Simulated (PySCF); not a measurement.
# Electron correlation in Br (bromine, neutral)

[Ar] 3d10 4s2 4p5, 2P determinant. Computed with PySCF 2.14 in aug-cc-pVDZ-PP with ECP10MDF, with scalar relativity through the core potential. Frozen: 3s2 3p6 3d10; 7 electrons correlated.

MP2 pair energies summed by pair of shells (mhartree):

```csv
pair,energy,share (%)
4p-4p,-66.03,66.7
4s-4p,-27.19,27.5
4s-4s,-5.76,5.8
```

Total MP2 correlation energy: -98.98 mhartree.

Same-spin part -25.15 and opposite-spin part -73.82 mhartree; SCS-MP2 scales them by 1/3 and 6/5 to -96.97 mhartree.

```tsv
level	correlation energy (mhartree)
CCSD	-113.83
(T)	-1.79
CCSD(T)	-115.62
```

Diagnostics: T1 = 0.0070, D1 = 0.0193, largest double amplitude 0.039.

Problem. Is a single reference adequate?

Solution. Yes, within this model without spin-orbit coupling: T1 lies below 0.03 and no double amplitude reaches 0.07.
